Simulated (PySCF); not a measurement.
A structure optimised at PBE-D3(BJ)/def2-TZVPD, used in a PySCF frequency run:

```xyz
2

Rb     0.0000     0.0000    -0.4635
F      0.0000     0.0000     1.9054
```

### Question
Write its SMILES, formula and point group.

### Answer
[F][Rb], FRb, C∞v

### Question
What are its rotational constants (standard atomic weights)?

### Answer
5.7944 GHz (linear rotor, B only)
